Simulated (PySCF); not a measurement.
# Reproducing measurements on bromoethane

**The experiment to reproduce.**

From NIST CCCBDB Release 22 (SRD 101), experimental dipoles, for the gas: dipole moment (dielectric constant against temperature) 2.03 D.

How close the calculation comes is told at the end.

Compound: bromoethane, C2H5Br.
SMILES with atom numbers: `[CH3:1][CH2:2][Br:3]` (hydrogens: H4, H5, H6 on C1; H7, H8 on C2)

Geometry (PBE0-D3(BJ)/def2-TZVP, Å), atoms numbered from 1 in this order:
```xyz
8
C2H5Br angstrom
C     -0.788    0.181    0.013
C      0.625   -0.338    0.025
Br     1.909    1.078   -0.363
H     -1.044    0.605   -0.959
H     -1.480   -0.642    0.220
H     -0.934    0.950    0.772
H      0.796   -1.098   -0.734
H      0.916   -0.732    0.997
```

Runs made with PySCF (gas phase, on this PBE0-D3(BJ)/def2-TZVP geometry; no spin–orbit coupling):

| level | job | basis functions | wall time |
| --- | --- | --- | --- |
| PBE0-D3(BJ)/def2-TZVP, grid level 2 | geometry optimisation from a GFN2-xTB start | 140 | 13 s |

Hardware: Arm Neoverse V2, one thread, no GPU (shared host).

**Comparison with experiment**

**Dipole moment.** Measured: 2.03 D (NIST CCCBDB Release 22 (SRD 101), experimental dipoles).

```
                level  computed (D)  computed − measured (D)  % (from the printed values)
PBE0-D3(BJ)/def2-TZVP          2.17                    +0.14                           +7
```

The computed dipoles belong to one fixed geometry; measured ones are averaged over vibrations unless marked μe. Magnitudes are compared, not signs.

No measured geometry was used, and the causes of the misses weren't examined.
